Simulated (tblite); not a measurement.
C6H6ClF (charge +1 and doublet state).
Geometry (GFN2-xTB, Å), atoms numbered from 1 in this order:
```
atom  x, y, z in Å
C1     2.5583   -0.0774   -0.2453
C2     1.4410   -0.4829   -0.0086
C3     0.0962   -0.8686    0.2678
C4    -0.8451   -0.5158   -0.9104
C5    -1.0040    0.8554   -0.2417
Cl6    0.2613    1.9657   -0.7678
C7    -0.6190    0.2235    1.1228
F8     0.1413    0.9621    1.9403
H9     3.5504    0.2240   -0.4434
H10    0.0362   -1.8823    0.6716
H11   -0.4057   -0.5278   -1.9036
H12   -1.7663   -1.0936   -0.9008
H13   -1.9679    1.3664   -0.2921
H14   -1.4773   -0.1491    1.6890
```

Calculated harmonic vibrations of the isolated species, GFN2-xTB (tblite), most abundant isotopes, no scaling. Errors from tens to a few hundred cm⁻¹ against measured bands are possible. One conformer, not necessarily the lowest. Open shells enter through the occupations alone, without spin polarisation, and single modes of such species can be off by tens of per cent.

Harmonic wavenumbers (cm⁻¹): 90.9, 121.5, 166.3, 183.0, 311.2, 342.2, 445.5, 473.4, 562.0, 657.6, 667.9, 682.5, 761.5, 826.1, 847.1, 875.4, 962.8, 972.5, 1008.3, 1014.9, 1049.5, 1078.4, 1104.0, 1126.1, 1161.4, 1205.9, 1221.9, 1279.2, 1430.3, 2173.3, 2928.6, 2938.3, 2955.9, 3035.0, 3052.2, 3323.5.

A = 1975, B = 1878, C = 1643 MHz; mass 132.014 u (most abundant isotopes); point group C1, symmetry number 1; spin multiplicity 2.

Question: Zero-point energy?

Answer: Half the sum of the wavenumbers: 21518 cm⁻¹ = 61.52 kcal/mol.

Question: What is S at 273.15 K and 1 bar for an ideal gas of classical rigid rotors and harmonic oscillators?

Answer: Translation 40.14, rotation 28.10, vibration 16.77, spin (R ln 2) 1.38: S = 86.4 cal/(mol K).

Question: And Cp and H(273.15 K) − H(0)?

Answer: Cp = 29.11 cal/(mol K), of which vibrations give 21.16 (their classical limit is 36 R = 71.5); H(273.15 K) − H(0) = 4.82 kcal/mol without the zero-point energy, 2.65 from vibrations.

Question: What must be added to the electronic energy to get the Gibbs energy at 273.15 K and 1 bar?

Answer: ZPE + [H(273.15 K) − H(0)] − T·S = 61.52 + 4.82 − 23.60 = 42.74 kcal/mol.

Question: Which modes carry the vibrational entropy at 273.15 K?

Answer: 90.9 cm⁻¹: 3.47; 121.5 cm⁻¹: 2.91; 166.3 cm⁻¹: 2.31; 183.0 cm⁻¹: 2.14; 311.2 cm⁻¹: 1.21; 342.2 cm⁻¹: 1.07 cal/(mol K); the other 30 give 3.67 together.

Question: How do the functions run with temperature in this model?

Answer: 
```json
{"T (K)": "150", "S (cal/(mol K))": "72.5", "Cp (cal/(mol K))": "18.5", "H − H(0) (kcal/mol)": "1.91", "G − H(0) (kcal/mol)": "-8.97", "ln q(vib)": "1.46"}
{"T (K)": "250", "S (cal/(mol K))": "83.9", "Cp (cal/(mol K))": "27.0", "H − H(0) (kcal/mol)": "4.17", "G − H(0) (kcal/mol)": "-16.80", "ln q(vib)": "3.14"}
{"T (K)": "298.15", "S (cal/(mol K))": "89.0", "Cp (cal/(mol K))": "31.3", "H − H(0) (kcal/mol)": "5.58", "G − H(0) (kcal/mol)": "-20.97", "ln q(vib)": "4.01"}
{"T (K)": "400", "S (cal/(mol K))": "99.4", "Cp (cal/(mol K))": "39.5", "H − H(0) (kcal/mol)": "9.20", "G − H(0) (kcal/mol)": "-30.57", "ln q(vib)": "5.90"}
{"T (K)": "600", "S (cal/(mol K))": "117.8", "Cp (cal/(mol K))": "50.9", "H − H(0) (kcal/mol)": "18.34", "G − H(0) (kcal/mol)": "-52.34", "ln q(vib)": "9.72"}
{"T (K)": "900", "S (cal/(mol K))": "140.4", "Cp (cal/(mol K))": "60.6", "H − H(0) (kcal/mol)": "35.20", "G − H(0) (kcal/mol)": "-91.20", "ln q(vib)": "15.19"}
```

q(vib) and H(0) count from the zero-point level.

Hindered rotation and anharmonicity are outside this model. Other conformers, if any are populated, would add a mixing term that is left out. The structure is chiral; the term R ln 2 for an equal mix with its mirror image is left out.
